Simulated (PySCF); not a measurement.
# Ge⁺ (germanium, charge +1): UHF calculation

Configuration: [Ar] 3d10 4s2 4p1, 2P determinant. All numbers are calculated (PySCF 2.14, scalar relativity by spin-free X2C-1e, in aug-cc-pVDZ-DK).

| Item | Value |
| --- | --- |
| Total energy | -2096.687206 hartree |
| One-electron energy | -2911.8283 hartree |
| Hartree (Coulomb) energy | 893.5099 hartree |
| Exchange energy | -78.3687 hartree |
| ⟨S²⟩ | 0.7596 |
| ⟨L²⟩ | 2.029 |
| Sum of ⟨r⟩ | 20.76 bohr |
| Sum of ⟨r²⟩ | 28.66 bohr² |
| Traceless quadrupole moment −½Σ⟨3z² − r²⟩ along its main axis | -3.20 e·bohr² |
| Langevin diamagnetic susceptibility | -22.7 ×10⁻⁶ cm³/mol |
| Time after the integrals | 0.07 s of wall time on 1 thread of Neoverse-V2 (shared host) |

```csv
shell,electrons,mean orbital energy (hartree),spread (hartree),"rms radius, mean of both spins (bohr)"
1s α,1,-411.15667,0,0.0542
1s β,1,-411.15431,0,0.0542
2s α,1,-53.77836,0,0.227
2s β,1,-53.77736,0,0.227
2p α,3,-46.87332,0.00155,0.203
2p β,3,-46.87082,0.00473,0.203
3s α,1,-7.74874,0,0.667
3s β,1,-7.74416,0,0.667
3p α,3,-5.55329,0,0.701
3p β,3,-5.54704,0.01752,0.701
3d α,5,-1.93761,0.01125,0.815
3d β,5,-1.93384,0.01856,0.815
4s α,1,-0.90470,0,2.24
4s β,1,-0.82016,0,2.24
4p α,1,-0.57098,0,2.79
```

Densities and radii are taken from the X2C orbitals without a picture-change correction, which distorts them close to the nucleus.
